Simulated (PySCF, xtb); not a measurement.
CH6GeOSi, SMILES C[O][Ge][SiH3] (connectivity only; charge and spin as stated), neutral, multiplicity 1.

GFN2-xTB (xtb) at its own geometry gives an orbital gap of 2.05 eV and a dipole moment of 0.84 D.

Geometry optimised at B3LYP-D3(BJ)/def2-SVP. The structure was generated by enumeration; whether it is a known compound was not checked. Other conformers were not sampled.

Problem. What does HF/def2-TZVP in PySCF give? (Estimate from the structure and the level; the computed values follow.)

Solution. gap 8.88 eV (levels -8.40 and 0.48 eV), dipole 0.54 D.
